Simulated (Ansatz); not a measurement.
Basis sets compared for NiF₂. Charge 0, multiplicity 3. Geometry PBE-D4/def2-TZVP. Ansatz on 2 threads of Intel Xeon Platinum 8488C on a shared host; times are rough, and most runs start from earlier orbitals.

```xyz
3

Ni    0.0001    0.0000    0.0001
F    -0.9822    1.2026    0.7182
F     0.9821   -1.2026   -0.7183
```

The 6-31G sets use Cartesian d functions. B3LYP takes the VWN-RPA correlation.

Binding counts from free atoms (Ni triplet, F doublet) in the same basis, without a counterpoise term.

```tsv
level	functions	energy (Eh)	HOMO (eV)	LUMO (eV)	binding per atom (eV)	wall time
HF/6-31G	47	-1705.5394	-14.67	0.86	1.89	3.2 s
HF/def2-TZVP	107	-1705.8917	-15.18	0.51	2.01	18 s
PBE-D4/def2-SVP	59	-1707.2504	-6.64	-5.73	3.47	5.5 s
PBE-D4/def2-TZVP (with forces)	107	-1707.7357	-7.29	-6.47	3.25	3.8 s
r2SCAN-D4/def2-TZVP	107	-1708.0645	-7.92	-5.99	3.21	11 s
B3LYP-D4/6-31G	47	-1707.8261	-8.73	-4.07	3.14	6.5 s
B3LYP-D4/def2-TZVP	107	-1708.1999	-9.41	-5.00	3.01	17 s
PBE0-D4/def2-SVP	59	-1707.2465	-9.23	-3.86	3.09	4.3 s
PBE0-D4/def2-TZVP (with forces)	107	-1707.7213	-9.72	-4.36	2.99	100 s
```

(1) Estimate the rows for PBE-D4/def2-TZVPD, r2SCAN-D4/def2-TZVPD, PBE0-D4/def2-TZVPD.

## Answers

(1) 
```
               level  functions  energy (Eh)  HOMO (eV)  LUMO (eV)  binding per atom (eV)  wall time
   PBE-D4/def2-TZVPD        128   -1707.7400      -7.35      -6.54                   3.27      3.6 s
r2SCAN-D4/def2-TZVPD        128   -1708.0686      -7.94      -6.01                   3.23       10 s
  PBE0-D4/def2-TZVPD        128   -1707.7257      -9.75      -4.37                   3.01       22 s
```
